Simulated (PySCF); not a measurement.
Y (SMILES [Y]), doublet (core potentials on Y). Base run: B3LYP/def2-TZVP (PySCF).

PySCF was given this input:
```python
from pyscf import gto, scf, dft

mol = gto.Mole()
mol.atom = '''
    Y     0.00000000    0.00000000    0.00000000
'''
mol.basis = 'def2-tzvp'
mol.ecp = {'Y': 'def2-tzvp'}
mol.spin = 1
mol.verbose = 4
mol.build()

mf = dft.UKS(mol)
mf.xc = 'b3lyp'
mf.kernel()
mf.analyze()
```

The base run was repeated with changes; each row names its change, and settings that it needs were set with it.

```csv
change,basis functions,E (Eh),HOMO (eV)
base,40,-38.23752,-3.61
basis = jorge-DZP-DKH; relativity = spin-free X2C; nucleus = Gaussian (with mol.nucmod = 'G'; without mol.ecp = {'Y': 'def2-tzvp'}),48,-3384.69531,-2.86
basis = x2c-TZVPall; relativity = none (without mol.ecp = {'Y': 'def2-tzvp'}),63,-3304.16871,-4.05
basis = x2c-TZVPall; relativity = spin-free X2C; nucleus = Gaussian (with mol.nucmod = 'G'; without mol.ecp = {'Y': 'def2-tzvp'}),63,-3384.96801,-3.69
basis = ANO-RCC-VDZP; relativity = spin-free X2C; nucleus = Gaussian (with mol.nucmod = 'G'; without mol.ecp = {'Y': 'def2-tzvp'}),43,-3384.88379,-3.70
basis = jorge-DZP-DKH; relativity = none (without mol.ecp = {'Y': 'def2-tzvp'}),48,-3316.76057,-3.11
basis = jorge-DZP-DKH; relativity = spin-free X2C (without mol.ecp = {'Y': 'def2-tzvp'}),48,-3384.72977,-2.86
basis = x2c-TZVPall; relativity = spin-free X2C (without mol.ecp = {'Y': 'def2-tzvp'}),63,-3385.00087,-3.69
basis = ANO-RCC-VDZP; relativity = none (without mol.ecp = {'Y': 'def2-tzvp'}),43,-3293.20349,-4.26
basis = ANO-RCC-VDZP; relativity = spin-free X2C (without mol.ecp = {'Y': 'def2-tzvp'}),43,-3384.92259,-3.70
```

Absolute energies of different levels of theory aren't comparable as measures of quality.

Open shells are given as the SCF converged; they aren't shown to be the lowest states, and a large step between rows can be another state.

Basis sets contracted for a relativistic Hamiltonian are a mismatch without it, so the rows without relativity aren't non-relativistic limits. No row has spin-orbit coupling; sets with core potentials leave out the core electrons.
